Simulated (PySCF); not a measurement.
Run record for `C#CC1=C(N=C)C=CC1`: KT3/IGLO-II, grid level 4, TDA, 12 singlets.

Method: TDA KT3/IGLO-II, vertical, gas phase, core orbitals frozen in the response (PySCF 2.14.0, density-fitted response routines). Geometry: GFN2-xTB. The input is one job of a driver script: a line of settings, then coordinates in Å.

Command:
```bash
OMP_NUM_THREADS=1 python probes_run.py task.json out
```

Input:
```
{"job": {"kind": "uv", "xc": "KT3", "basis": "IGLO-II", "nstates": 12, "ntriplets": 5, "tda": true, "grid": 4}, "charge": 0, "multiplicity": 1}
C     -1.706855     2.250399     0.738621
C     -0.869369     1.435295     0.448285
C      0.129741     0.526221     0.097086
C      0.049772    -0.839938     0.033030
N     -0.997175    -1.660477     0.350698
C     -2.194531    -1.426755     0.045362
C      1.360096    -1.366587    -0.301968
C      2.224261    -0.356605    -0.457707
C      1.538956     0.945134    -0.207752
H     -2.447196     2.946913     0.995664
H     -2.951977    -2.108361     0.404748
H     -2.524913    -0.588777    -0.572451
H      1.552868    -2.417764    -0.411272
H      3.264974    -0.424851    -0.717022
H      1.990351     1.492469     0.623301
H      1.573398     1.602627    -1.080033
```

Question: Predict the output.

Answer: 
```
coarse grid: 14096 points
cycle   1  E = -369.7600854734  dE =  1.346e+00  |g| = 5.868e-01  |ddm| = 3.723e+00
cycle   2  E = -369.6670973634  dE =  9.299e-02  |g| = 8.159e-01  |ddm| = 1.443e+00
cycle   3  E = -369.8337072013  dE = -1.666e-01  |g| = 2.672e-01  |ddm| = 9.836e-01
cycle   4  E = -369.8512398475  dE = -1.753e-02  |g| = 6.682e-02  |ddm| = 2.247e-01
cycle   5  E = -369.8517374750  dE = -4.976e-04  |g| = 4.644e-02  |ddm| = 7.308e-02
cycle   6  E = -369.8523422640  dE = -6.048e-04  |g| = 9.703e-03  |ddm| = 3.983e-02
cycle   7  E = -369.8523587727  dE = -1.651e-05  |g| = 5.240e-03  |ddm| = 1.115e-02
cycle   8  E = -369.8523664943  dE = -7.722e-06  |g| = 1.638e-03  |ddm| = 5.938e-03
final grid: 366696 points
cycle   9  E = -369.7605757710  dE = -7.252e-04  |g| = 1.344e-02  |ddm| = 5.415e-02
cycle  10  E = -369.7604870987  dE =  8.867e-05  |g| = 2.116e-02  |ddm| = 2.759e-02
cycle  11  E = -369.7605782202  dE = -9.112e-05  |g| = 1.057e-02  |ddm| = 2.427e-02
cycle  12  E = -369.7606080663  dE = -2.985e-05  |g| = 2.366e-03  |ddm| = 8.564e-03
cycle  13  E = -369.7606090932  dE = -1.027e-06  |g| = 1.325e-03  |ddm| = 2.310e-03
cycle  14  E = -369.7606095646  dE = -4.715e-07  |g| = 1.870e-04  |ddm| = 1.124e-03
cycle  15  E = -369.7606095653  dE = -6.713e-10  |g| = 1.750e-04  |ddm| = 3.337e-04
cycle  16  E = -369.7606095743  dE = -9.016e-09  |g| = 2.233e-05  |ddm| = 1.719e-04
cycle  17  E = -369.7606095744  dE = -1.039e-10  |g| = 1.247e-05  |ddm| = 2.900e-05
converged SCF energy = -369.7606095744

Static polarisability (au): isotropic 99.672, principal 49.979 114.143 134.894

Singlet excitations
state   eV       nm        f      main configurations
  1   3.4232    362.2   0.10255   H->L 0.78, H->L+1 0.10
  2   3.8787    319.7   0.00057   H-1->L 0.75, H->L+1 0.23
  3   4.4640    277.7   0.14308   H->L+1 0.53, H-1->L 0.16, H->L 0.12
  4   4.5922    270.0   0.04335   H-2->L 0.83
  5   5.0755    244.3   0.00039   H-3->L 0.56, H-1->L+1 0.34
  6   5.1546    240.5   0.00570   H->L+2 0.90
  7   5.3806    230.4   0.06584   H-1->L+1 0.34, H->L+3 0.19, H-4->L 0.17
  8   5.7671    215.0   0.03454   H-2->L+1 0.74
  9   5.8062    213.5   0.02393   H->L+4 0.30, H-4->L 0.29, H->L+3 0.22
 10   5.8720    211.1   0.03275   H->L+4 0.60, H-4->L 0.15
 11   6.1157    202.7   0.22664   H-4->L 0.18, H->L+3 0.17, H-3->L+1 0.14
 12   6.3219    196.1   0.01306   H->L+5 0.77, H-1->L+2 0.20

Triplet excitations (Tamm-Dancoff, eV): 2.1255 3.4079 3.6167 4.2497 4.3743
```

The SCF starts on a coarse grid where the log names one; the energy can jump when the final grid takes over, and dE then counts from the start density on the new grid. H and L stand for HOMO and LUMO; the number after each pair is its weight.

Question: Give the mean polarisability as a volume in Å³, and the ratio of the largest to the smallest principal value.

Answer: 99.672 au × 0.148185 = 14.77 Å³; 134.894/49.979 = 2.70.

Question: Give S1 in cm⁻¹ and kJ/mol.

Answer: 3.4232 eV × 8065.54 = 27610 cm⁻¹; × 96.485 = 330.3 kJ/mol.

In short: SCF converged in 17 cycles with 240 basis and 872 fitting functions; HOMO -5.02 eV, LUMO -2.44 eV; lowest singlet 3.42 eV; lowest triplet 2.13 eV (Tamm–Dancoff); mean polarisability 99.7 au.

Question: How long does this job take on one thread, AMD EPYC 9R14 (x86_64), shared host with 96 logical CPUs at a one-minute load of 46? And the peak memory of the process?

Answer: About 52 s, with 0.76 GiB resident at the peak, the Python interpreter and its libraries included.

Shape of the structure used: `[CH:1]#[C:2][C:3]1=[C:4]([N:5]=[CH2:6])[CH:7]=[CH:8][CH2:9]1`: C3–C4–N5–C6 42°.

One conformer stands for the species.
